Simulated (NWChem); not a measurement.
# C₃H₄F₂O; SMILES FC(F)C(=O)C

```xyz
10

C      1.3641    -1.0587     0.0000
C     -0.1215    -0.7959     0.0000
O     -0.9793    -1.6527     0.0000
C     -0.5415     0.6839     0.0000
F     -0.0172     1.2944     1.1046
F     -0.0172     1.2944    -1.1046
H      1.5524    -2.1333     0.0000
H      1.8221    -0.5938    -0.8807
H      1.8221    -0.5938     0.8807
H     -1.6292     0.7971     0.0000
```
Atoms are numbered in this order, from 1.

Coordinates come from a B3LYP/6-31G* (spherical d) optimisation.

Q: Give the principal values of the shielding tensors (ppm) of C1, C2, O3, C4, F5 from PBE0/pcSseg-1, GIAO (NWChem), with their diamagnetic and paramagnetic parts as GIAO splits them.

A: 
```
atom     σ11     σ22    σ33  isotropic  diamagnetic  paramagnetic
----  ------  ------  -----  ---------  -----------  ------------
C1     141.9   150.9  190.1      161.0        251.4         -90.4
C2    -120.7   -38.8   90.5      -23.0        251.4        -274.4
O3    -999.9  -466.1  331.9     -378.0        403.4        -781.4
C4      51.4    62.6   86.8       66.9        242.7        -175.8
F5     208.4   348.2  369.9      308.8        474.2        -165.3
```
